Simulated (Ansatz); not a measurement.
Ansatz results at the PBE0-D4/def2-TZVP geometry: LUMO energy (PBE0/def2-TZVPP) -0.21 eV; HOMO–LUMO gap (PBE0/def2-TZVPP) 6.33 eV; HOMO–LUMO gap (ωB97M-V/def2-TZVPP) 10.13 eV.

Each molecule was computed in one conformer, which needn't be the lowest.

Question: Which molecule gave them?
A. `C=NBCCl`
B. `C[O][Al]1[CH2][O]1`
C. `Cl[SiH2]OC1CO1`
D. `O[SiH2]/C(O)=C\Cl`

Answer: D. The others give `C[O][Al]1[CH2][O]1`: -1.11, 5.31, 9.22; `C=NBCCl`: -1.04, 6.84, 11.30; `Cl[SiH2]OC1CO1`: 0.47, 8.85, 12.98.
